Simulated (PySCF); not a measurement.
## r²SCAN beside CCSD(T) along the alkali metals: bonds to Li

r²SCAN and CCSD(T) in PySCF with def2-SVPD on every atom (core potentials on Rb, Cs), for the lowest determinant that a PBE0 search found; no spin–orbit coupling.

| molecule | state (unpaired electrons) | r²SCAN Re (Å) | r²SCAN ωe (cm⁻¹) | r²SCAN De (eV) | CCSD(T) Re (Å) | CCSD(T) ωe (cm⁻¹) | CCSD(T) De (eV) |
| --- | --- | --- | --- | --- | --- | --- | --- |
| Li2 | singlet (closed shell) | 2.819 | 322 | 0.81 | 2.779 | 318 | 0.89 |
| KLi | singlet (closed shell) | 3.476 | 198 | 0.58 | 3.443 | 199 | 0.69 |
| RbLi | singlet (closed shell) | 3.621 | 180 | 0.52 | ? | ? | ? |
| CsLi | singlet (closed shell) | 3.843 | 168 | 0.52 | 3.789 | 171 | 0.61 |

Task: Estimate the CCSD(T) values of RbLi by adding the mean shift from r²SCAN to CCSD(T) of the other rows, and compare with the calculation.

Result: The mean shifts are -4.2 pm, +0 cm⁻¹ and +0.09 eV, which give 3.579 Å, 180 cm⁻¹ and 0.61 eV. CCSD(T)/def2-SVPD gives Re = 3.572 Å, ωe = 178 cm⁻¹, De = 0.60 eV.

Task: What are the mean differences of r²SCAN from CCSD(T) over the whole series?

Result: Re +4.4 pm, ωe +0 cm⁻¹, De -0.09 eV.

In a basis of this size CCSD(T) is itself not converged; it tends to give bonds that are too long and too weak.

Correlated steps freeze the inner cores (0 to 5 orbitals); shallow outer-core shells are correlated. Closed-shell solutions of metal pairs were not tested for spin polarisation, which can lower them a little. Correlated levels converge slowly with the basis: in double zeta they bind strong bonds too weakly, by up to about 1 eV, and carry superposition errors of some tenths. Spin–orbit coupling is left out. Where the molecule has an RHF reference, its open-shell atoms are computed with UHF.
